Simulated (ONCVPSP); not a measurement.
# An all-electron radial function and its pseudo partner (K (Z = 19))

Columns: radius, all-electron u(r) and pseudo u(r) of the 3s shell (level -35.34 eV) of potassium in the configuration [Ne] 3s2 3p6 4s1; PBE, scalar-relativistic, ONCV scheme, ONCVPSP 4.0.1.

```
r (bohr)  all-electron  pseudo
   0.090        0.0966  0.0538
   0.180       -0.3576  0.1154
   0.270       -0.4975  0.1906
   0.360       -0.3642  0.2820
   0.450       -0.1005  0.3880
   0.540        0.1906  0.5035
   0.630        0.4531  0.6204
   0.720        0.6635  0.7298
   0.810        0.8170  0.8232
   0.900        0.9161  0.8942
   0.990        0.9685  0.9390
   1.080        0.9835  0.9572
   1.170        0.9698  0.9508
   1.260        0.9355  0.9238
   1.350        0.8872  0.8811
   1.440        0.8303  0.8276
   1.530        0.7688  0.7679
   1.620        0.7057  0.7054
   1.710        0.6431  0.6430
   1.800        0.5825  0.5825
   1.890        0.5251  0.5250
   1.980        0.4713  0.4712
   2.070        0.4215  0.4214
   2.160        0.3758  0.3758
   2.250        0.3342  0.3341
   2.340        0.2965  0.2965
```

Task: How many radial nodes do the two functions have?

Result: The all-electron 3s function has n − l − 1 = 2; the pseudo-wave has 0, since the states of the same l below it are removed with the core.

Task: At about which radius was the pseudo-wave matched?

Result: 1.80 bohr. The columns agree to 0.0005 from 1.62 bohr on; several derivatives are matched, so the curves merge somewhat inside the radius.

Task: Where does each function peak?

Result: Outermost all-electron maximum near 1.08 bohr, pseudo maximum near 1.08 bohr (to the table’s step).

Task: Is the pseudo-wave norm-conserving?

Result: Yes: the ONCV scheme keeps the norm inside the radius equal to the all-electron one, which fixes the energy derivative of the logarithmic derivative at the level.
